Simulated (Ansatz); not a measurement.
`[NH2][In]([NH2])[Br]` + `[NH2][Ta](=[O])([OH])[F]` → `[NH2][In]([F])[Br]` + `[NH2][Ta]([NH2])(=[O])[OH]`  (redistribution)

Computed with Ansatz on PBE0-D4/def2-TZVP structures; ΔE is electronic, products minus reactants. CBS: MP2 limit from def2 TZ/QZ plus the TZ coupled-cluster correction, frozen cores. DFT in def2-TZVPP. HSE06 is defined as in plane-wave codes. def2 core potentials past Kr. For Br, In, Ta outer-core shells are correlated without core-valence functions, which leaves a few kJ/mol of doubt a bond. Scalar relativity is left out up to krypton. One conformer a species, not always the lowest.

`[NH2][In]([NH2])[Br]`:

Z-matrix (Å, degrees):
```
N
In 1 2.010
H 1 1.010 2 114.7
H 1 1.010 2 117.0 3 -129.7
N 2 2.010 1 127.7 3 167.8
Br 2 2.474 1 115.6 3 -25.1
H 5 1.010 2 114.7 1 -167.8
H 5 1.010 2 117.0 1 -38.1
```

`[NH2][Ta](=[O])([OH])[F]`:

Cartesian coordinates in Å:
```
N 1.040 -0.141 -1.053
Ta -0.545 0.246 0.054
O -1.744 -0.852 -0.502
O -0.153 -0.047 1.894
F -1.125 2.030 -0.187
H 1.061 -0.811 -1.806
H 1.954 0.267 -0.917
H -0.489 -0.693 2.516
```

`[NH2][In]([F])[Br]`:

Cartesian coordinates in Å:
```
N -0.822 0.795 -0.519
In 0.521 -0.520 0.165
F 2.388 -0.150 -0.223
Br 0.096 -2.674 1.221
H -0.476 1.741 -0.613
H -1.707 0.808 -0.032
```

`[NH2][Ta]([NH2])(=[O])[OH]`:

```xyz
10

N     0.703    1.570   -0.558
Ta    0.156   -0.096    0.380
N    -0.400   -1.527   -0.883
O     1.556   -0.679    1.194
O    -1.303    0.300    1.563
H     1.647    1.925   -0.572
H     0.103    2.160   -1.116
H     0.112   -2.384   -1.024
H    -1.198   -1.496   -1.499
H    -1.376    0.227    2.514
```

```json
{"level": "LDA (SPW92)", "ΔE (kcal/mol)": "11.2", "difference from CCSD(T)/CBS": "1.3"}
{"level": "PBE0-D4", "ΔE (kcal/mol)": "10.3", "difference from CCSD(T)/CBS": "0.4"}
{"level": "HSE06-D4", "ΔE (kcal/mol)": "10.3", "difference from CCSD(T)/CBS": "0.4"}
{"level": "BHLYP-D4", "ΔE (kcal/mol)": "9.8", "difference from CCSD(T)/CBS": "-0.1"}
{"level": "BLYP", "ΔE (kcal/mol)": "9.8", "difference from CCSD(T)/CBS": "-0.1"}
{"level": "CAM-B3LYP", "ΔE (kcal/mol)": "10.4", "difference from CCSD(T)/CBS": "0.5"}
{"level": "RPA@PBE/def2-TZVPP", "ΔE (kcal/mol)": "10.4", "difference from CCSD(T)/CBS": "0.5"}
{"level": "MP2/def2-SVP", "ΔE (kcal/mol)": "9.0", "difference from CCSD(T)/CBS": "-0.9"}
{"level": "CCSD(T)/def2-SVP", "ΔE (kcal/mol)": "9.1", "difference from CCSD(T)/CBS": "-0.8"}
{"level": "SCS-MP2/def2-QZVPP", "ΔE (kcal/mol)": "10.3", "difference from CCSD(T)/CBS": "0.4"}
{"level": "CCSD(T)/CBS", "ΔE (kcal/mol)": "9.9", "difference from CCSD(T)/CBS": "0"}
```

Largest T1 diagnostic among the species: 0.020.

In def2-TZVPP, CCSD(T) changes the Hartree–Fock value by +0.9 kcal/mol (the triples alone add −0.0 kcal/mol) and MP2 by +1.4 kcal/mol. At CCSD(T), def2-SVP lies −0.8 kcal/mol from the extrapolated value and def2-TZVPP +0.7 kcal/mol. Leaving LDA and LC-ωPBE aside and taking each functional with its dispersion term where it has one, the values, not all of them listed here, spread over 1.1 kcal/mol, from BLYP-D4 to PBE-QIDH. LDA lies +1.0 kcal/mol from PBE without D4.
